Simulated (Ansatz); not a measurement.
A single point on C$_{2}$H$_{6}$O$_{2}$Si (`COC1O[SiH2]1`).

```yaml
crystal:
  periodic: [false, false, false]
  atoms:
    - {symbol: C, position_ang: [-1.048724, 0.610459, 1.418838]}
    - {symbol: O, position_ang: [0.226811, 0.206880, 0.954494]}
    - {symbol: C, position_ang: [0.349613, 0.292377, -0.403295]}
    - {symbol: O, position_ang: [-0.382056, -0.740952, -1.150827]}
    - {symbol: Si, position_ang: [1.257355, -0.974828, -1.328643]}
    - {symbol: H, position_ang: [-1.831022, -0.053207, 1.040194]}
    - {symbol: H, position_ang: [-1.022405, 0.561789, 2.506607]}
    - {symbol: H, position_ang: [-1.267703, 1.639421, 1.107271]}
    - {symbol: H, position_ang: [0.111211, 1.283246, -0.801563]}
    - {symbol: H, position_ang: [1.819035, -0.740823, -2.678038]}
    - {symbol: H, position_ang: [1.853185, -2.141261, -0.644438]}
basis:
  gaussian: {orbitals: def2-QZVPP}
correlation: {method: mp2}
```

```sh
$ ansatz run in.yaml --threads 4 --pin off --events-out ev --progress --plain --max-ram 10444MiB
```

It prints (some lines left out):

```
Functional definition: HF
2876 factors; integrals over basis functions are off by at most 8.6e-4 eV
mean field evaluation 1: about -14090.3044 eV, gradient 4.3e1 eV
mean field evaluation 2: about -14090.4752 eV, gradient 4.3e1 eV
mean field evaluation 4: about -14094.6140 eV, gradient 5.1e0 eV
mean field evaluation 8: about -14094.6949 eV, gradient 4.4e-1 eV
mean field -14094.69591913 eV, -517.9705212999 hartree, gradient 4.6e-6 eV, S^2 0.000000; 0 other end points of the search recorded, 0 dependent functions left out
9 core orbitals not correlated: weight in the atoms' cores, before any rotation towards them, 1.000 or more for the frozen orbitals, at most 0.000 for the correlated occupied ones
reference -14094.69591913 eV, -517.9705212999 hartree; 15, 15 occupied and 454, 454 virtual orbitals, 2876 factors
second order -27.19541422 eV of doubles, -0.00000000 eV of singles
Total energy: -14121.89133334 eV, -518.9699343386 hartree
```

Hardware: 4 threads of an Arm Neoverse V2 on a shared host. Wall time 16 s, peak host memory 3 GiB.
